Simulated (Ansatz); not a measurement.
Cost and result for the atomization energy of CH$_{6}$Cl$_{2}$OSi$_{2}$, SMILES `CO[Si]([SiH3])(Cl)Cl` (12 atoms, 11 bonds).

```csv
atom,x (Å),y (Å),z (Å)
C1,0.747,-0.290,-2.164
O2,-0.066,-0.004,-1.041
Si3,0.366,-0.106,0.517
Si4,-1.438,0.505,1.855
Cl5,1.987,1.112,0.870
Cl6,0.981,-2.022,0.945
H7,0.149,-0.118,-3.059
H8,1.622,0.365,-2.187
H9,1.078,-1.332,-2.149
H10,-1.019,0.406,3.275
H11,-1.832,1.902,1.540
H12,-2.574,-0.416,1.597
```

The species carries charge 0 and has multiplicity 1. All single points use the PBE0-D4/def2-TZVP geometry. It is one conformer, not always the lowest. Program: Ansatz. Hardware: A = 2 threads of a server CPU on a shared host; B = 2 threads of an AMD EPYC 7R13 on a shared host and a share of an NVIDIA H100 80 GB. Times are those of one run each, without the atoms' runs, and a repeat can differ threefold. Electronic energies, without spin–orbit coupling; frozen cores. CCSD(T)/CBS adds CCSD(T) − MP2 in def2-TZVPP to the MP2 limit, and its time is that of the two runs behind it. T1 = 0.011. B3LYP takes the VWN-RPA correlation (the form of Gaussian; ORCA's B3LYP/G). HSE06 is the plane-wave form, built on full-range PBE exchange.

CCSD(T)/CBS is a level of theory with its own doubt, some kJ/mol a heavy atom from the limit and from the frozen cores, so smaller differences don't rank the functionals.

| level | functions | wall time | atomization (kcal/mol) | difference from CCSD(T)/CBS | per bond |
| --- | --- | --- | --- | --- | --- |
| LDA (SPW92)/def2-TZVPP [A] | 314 | 7 s | 1123.3 | 128.3 | 11.7 |
| MP2/def2-QZVPP [B] | 574 | 10 s | 999.6 | 4.6 | 0.4 |
| revPBE-D4/def2-TZVPP [A] | 314 | 11 s | 979.4 | -15.6 | -1.4 |
| BLYP-D4/def2-TZVPP [A] | 314 | 11 s | 981.8 | -13.2 | -1.2 |
| CCSD(T)/def2-TZVPP [B] | 314 | 17 s | 965.4 | -29.6 | -2.7 |
| BHLYP-D4/def2-TZVPP [A] | 314 | 18 s | 967.3 | -27.7 | -2.5 |
| PBE0-D4/def2-TZVPP [A] | 314 | 19 s | 989.1 | -5.9 | -0.5 |
| HSE06-D4/def2-TZVPP [A] | 314 | 19 s | 989.7 | -5.3 | -0.5 |
| CCSD(T)/CBS(def2) | – | 27 s | 995.0 | 0.0 | 0.0 |
| r2SCANh-D4/def2-TZVPP [A] | 314 | 28 s | 991.0 | -4.0 | -0.4 |
| B3LYP-D4/def2-TZVPP (with forces) [A] | 314 | 32 s | 987.5 | -7.5 | -0.7 |
| PBE-QIDH/def2-TZVPP [A] | 314 | 36 s | 985.4 | -9.6 | -0.9 |
| CCSD(T)/def2-SVP [A] | 130 | 40 s | 921.3 | -73.7 | -6.7 |

From BLYP to BHLYP (50 % exact exchange), in def2-TZVPP and without D4, the atomization energy moves by −7.8 kcal/mol: exact exchange takes away binding that semilocal exchange gives to molecules. At CCSD(T), def2-SVP lies −73.7 kcal/mol from the extrapolated value and def2-TZVPP −29.6 kcal/mol: correlation converges slowly with the basis, and small sets miss more of it in the bonded molecule than in its fragments. The D4 term adds +14.2 kcal/mol with B3LYP and +7.6 kcal/mol with PBE0; it sums over pairs of atoms, weighted by their polarisabilities, and B3LYP, whose exchange is more repulsive, gets the larger term.
